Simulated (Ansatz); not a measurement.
The first iterations of a band of C2H9AsOSi (14 atoms, charge 0, multiplicity 1).

Theory: RKS B3LYP-D4/def2-SVP (Ansatz 0.2.0).

```
movable images  : 5
climbing image  : yes
spring          : 50.0 eV/Å²
optimiser       : quadratic models (default)
start path      : IDPP
force threshold : 0.03 eV/Å
iteration limit : 60
end points      : relaxed
```

Image 0:

```xyz
14
Properties=species:S:1:pos:R:3
C -1.144 -1.517 1.137
As 0.013 -0.070 1.893
Si 0.930 0.576 -0.198
C -0.275 1.704 -1.108
O 1.205 -0.834 -1.072
H -2.042 -1.052 0.703
H -0.619 -2.092 0.364
H -1.457 -2.180 1.956
H 1.214 -0.974 2.186
H 2.212 1.318 0.027
H -1.248 1.207 -1.255
H 0.112 1.994 -2.100
H -0.446 2.628 -0.531
H 1.534 -0.735 -1.974
```

Image 6:

```xyz
14
Properties=species:S:1:pos:R:3
C -1.141 -1.454 1.078
As 0.097 -0.077 1.840
Si 0.919 0.644 -0.282
C -0.361 1.714 -1.134
O 1.193 -0.650 -1.320
H -2.067 -0.947 0.770
H -0.706 -1.967 0.210
H -1.388 -2.185 1.861
H 1.289 -1.026 2.023
H 2.183 1.412 -0.047
H -1.305 1.162 -1.269
H -0.004 2.026 -2.128
H -0.570 2.618 -0.540
H 1.847 -1.299 -1.032
```

| iteration | highest image above the first end (eV) | largest band force component (eV/Å) |
| --- | --- | --- |
| 1 | 0.073 | 0.480 |
| 2 | 0.082 | 1.733 |

Does the band converge within its limit, and where does its top end?

The forces met the threshold. It ended after 8 iterations with the highest image 0.006 eV above the first end. The top lies less than 8 meV above the higher end, about what the thresholds resolve: that end is a shoulder or a very shallow well. Another band between the same ends (5 images) ends at a top of the same energy, where a vibrational analysis finds 1 clearly imaginary mode.

Run time: 3.5 min on 2 threads of Arm Neoverse V1, on a shared host, peak memory 0.38 GiB.
